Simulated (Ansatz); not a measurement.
Two structures of SiH3Cl3O, singlet, reached by relaxing down either side of one saddle point (PBE0-D4/def2-TZVP). Energies are electronic, without zero-point energy. Computed with Ansatz 0.2.0 (basis: def2-TZVPP and def2-QZVPP); correlated methods freeze the cores. Extrapolation: Hartree–Fock as exp(−7.88 √X), correlation as X^−2.97. First:

Si1  (0.128, 0.531, -1.277)
Cl2  (1.840, 1.180, -0.427)
Cl3  (0.057, -1.505, -1.259)
Cl4  (-1.484, 1.261, -0.269)
H5  (0.055, 0.988, -2.671)
H6  (0.013, -1.489, 1.618)
O7  (0.095, -0.739, 2.212)
H8  (-0.704, -0.226, 2.072)
(Å)

Second:

```tsv
atom	x (Å)	y (Å)	z (Å)
Si1	-0.7737	0.0993	-0.7233
Cl2	3.0644	0.4037	1.2418
Cl3	-1.3977	-1.5612	-1.7192
Cl4	-2.4023	1.2533	-0.3302
H5	0.2050	0.8429	-1.5224
H6	1.8242	0.0937	1.0563
O7	-0.0194	-0.3167	0.6659
H8	-0.5004	-0.8151	1.3311
```

(1) Which bonds change from the first to the second?

(2) Give the saddle point's structure and its height above each. (An estimate is asked for; the value comes from the calculation.)

The T1 diagnostic stays at or below 0.010.

Answers

(1) SiHCl₃ ([Cl][SiH]([Cl])[Cl]) + H₂O → SiH₂Cl₂O ([OH][SiH]([Cl])[Cl]) + HCl; bonds formed: Si1–O7, Cl2–H6; bonds broken: Si1–Cl2, H6–O7.

(2) The calculation gives: 88.7 kJ/mol above the first and 108.6 kJ/mol above the second (CCSD(T) at an estimated basis limit (MP2 extrapolated from triple and quadruple zeta, plus CCSD(T) − MP2 in triple zeta)).
```json
{"atom": "Si1", "x (Å)": "-0.2149", "y (Å)": "0.1874", "z (Å)": "-0.6164"}
{"atom": "Cl2", "x (Å)": "2.2172", "y (Å)": "-0.1998", "z (Å)": "-0.0468"}
{"atom": "Cl3", "x (Å)": "-0.2774", "y (Å)": "-1.6109", "z (Å)": "-1.5544"}
{"atom": "Cl4", "x (Å)": "-2.2547", "y (Å)": "0.6383", "z (Å)": "-0.4745"}
{"atom": "H5", "x (Å)": "0.2949", "y (Å)": "1.3736", "z (Å)": "-1.2971"}
{"atom": "H6", "x (Å)": "0.9967", "y (Å)": "-0.1828", "z (Å)": "1.1657"}
{"atom": "O7", "x (Å)": "-0.0393", "y (Å)": "0.1109", "z (Å)": "1.1451"}
{"atom": "H8", "x (Å)": "-0.7226", "y (Å)": "-0.3167", "z (Å)": "1.6785"}
```

The step is the kind of ligand exchange by which a precursor binds to a hydroxyl group, or is hydrolysed, in atomic layer deposition of oxides.

Labels in which every atom is bracketed show which atoms are joined, not bond orders.

For scale, one of the runs: CCSD(T)/def2-TZVPP, 241 basis functions, launched by `ansatz run in.yaml --threads 8 --pin off --events-out ev --progress --plain --max-ram 19148MiB`. Time: 59 s of wall clock on 8 CPU threads of an Arm Neoverse V2; the host was shared. Peak host memory: 4.3 GiB.
